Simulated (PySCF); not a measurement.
**Broadened absorption spectrum of C7H11BO2**

Compound: C7H11BO2.
SMILES with atom numbers: `[CH2:1]=[CH:2][C@:3]12[CH2:4][C@:5]([B:6]([OH:7])[OH:8])([CH2:9]1)[CH2:10]2` (hydrogens: H11, H12 on C1; H13 on C2; H14, H15 on C4; H16 on O7; H17 on O8; H18, H19 on C9; H20, H21 on C10)

Level of theory: TDDFT PBE0/def2-SVPD, vertical, gas phase, core orbitals frozen in the response in PySCF. Isolated species at its PBE0-D3(BJ)/def2-SVP geometry (one conformer only). Torsions of this conformer, `[CH2:1]=[CH:2][C@:3]12[CH2:4][C@:5]([B:6]([OH:7])[OH:8])([CH2:9]1)[CH2:10]2`: C1–C2–C3–C4 121°, C4–C5–B6–O7 80°, H–O7–B6–C5 2°, H–O8–B6–C5 -1°.

Computed states:

| state | E (eV) | f |
| --- | --- | --- |
| S1 | 6.63 | 0.0004 |
| S2 | 6.83 | 0.023 |
| S3 | 6.96 | 0.427 |
| S4 | 7.01 | 0.024 |
| S5 | 7.22 | 0.030 |
| S6 | 7.46 | 0.0029 |
| S7 | 7.56 | 0.0016 |
| S8 | 7.68 | 0.0012 |
| S9 | 7.76 | 0.0025 |
| S10 | 7.79 | 0.050 |

Each state is given a Gaussian of 0.5 eV full width at half maximum, with ε(max) = 2.175×10⁸ f / Δν̃ (Δν̃ the width in cm⁻¹). The cross-section is σ = 3.8235×10⁻²¹ ε cm², given in Mb (10⁻¹⁸ cm²). The width is an assumption, not a result. The curve ends short of the highest state used, and states not computed would add to its high-energy end.

Question: What does the envelope look like, and where are its maxima?

Answer: 
λ (nm), σ (Mb) and a bar:
```
    172.4      59.49 ##################
    174.0      76.62 #######################
    175.7      91.37 ############################
    177.4      99.05 ##############################
    179.1      97.87 ##############################
    180.8      88.47 ###########################
    182.4      74.43 #######################
    184.1      57.29 #################
    185.8      40.86 ############
    187.5      27.12 ########
    189.1      17.34 #####
    190.8      10.14 ###
    192.5       5.59 ##
    194.2       2.91 #
    195.9       1.44 
    197.5       0.72 
    199.2       0.33 
    200.9       0.14 
    202.6       0.06 
    204.3       0.02 
    205.9       0.01 
    207.6       0.00 
    209.3       0.00 
    211.0       0.00
```

Maxima: 178 nm (6.96 eV), ε about 26000, made up of S3 (88%) (ε in L mol⁻¹ cm⁻¹; maxima over ε = 5, shares over 10%).

Question: Coming from long wavelengths, where does ε first pass 100 L mol⁻¹ cm⁻¹?

Answer: At about 199 nm (6.24 eV), 0.39 eV below S1.

Question: What would ε be at 6.96 eV, the highest of these maxima, with half the width (0.25 eV)?

Answer: About 49600 L mol⁻¹ cm⁻¹ against 26100, a factor of about 1.9; a lone state at its own centre would give exactly 2.

Question: On this curve, what absorbance would a 10⁻⁵ mol/L sample give at 193 nm over a 1 cm path?

Answer: 193 nm is 6.424 eV, where ε is about 1200 L mol⁻¹ cm⁻¹, so A = ε c l ≈ 0.012 (Beer–Lambert, with the gas-phase spectrum and the assumed width).

The vertical ionisation energy (ΔSCF) is 9.46 eV, 1.67 eV above S10.
